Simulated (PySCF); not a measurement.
# Potential energy of MgSn along the bond

Set-up: Mg cc-pVDZ, Sn cc-pVDZ-PP with ECP28; scalar-relativistic core potentials (PySCF 2.14). Energies in eV from Mg + Sn in their ground configurations at the same level. State: ³Σ⁻ (triplet), unpaired electrons π ↑↑.

All columns are r²SCAN. A positive dipole means Mg(−)Sn(+).

```csv
R (Å),E (eV),μ (D),Mulliken charge on Mg (basis-dependent),HOMO (eV),LUMO (eV),Mayer bond order,⟨S²⟩
2.393,-0.680,-2.76,0.17,-4.53,-2.88,1.67,2.14
2.504,-0.915,-2.87,0.17,-4.43,-2.94,1.57,2.15
2.615,-1.037,-2.97,0.18,-4.34,-2.99,1.47,2.15
2.699,-1.075,-3.04,0.19,-4.28,-3.02,1.40,2.15
2.782,-1.079,-3.10,0.20,-4.23,-3.03,1.32,2.15
2.865,-1.057,-3.15,0.20,-4.18,-3.10,1.25,2.15
2.977,-1.002,-3.20,0.21,-4.13,-3.18,1.15,2.14
3.116,-0.905,-3.25,0.21,-4.07,-3.28,1.03,2.14
3.283,-0.773,-3.27,0.21,-4.02,-3.38,0.90,2.13
3.505,-0.597,-3.21,0.19,-3.98,-3.48,0.73,2.10
```

A fit through these points gives, at Re = 2.750 Å, μ = -3.08 D and dμ/dR = -0.685 D/Å; the reduced mass is 19.99 u.

Task: How strong is the fundamental in the double-harmonic approximation, I = 42.26·(dμ/dR)²/μred km/mol?

Result: I = 42.26·(-0.685)²/19.99 = 0.992 km/mol at r²SCAN.

Spin–orbit coupling is left out, which matters for elements this heavy, above all for dissociation energies. The state was picked by a PBE0 search and need not be the measured ground state.
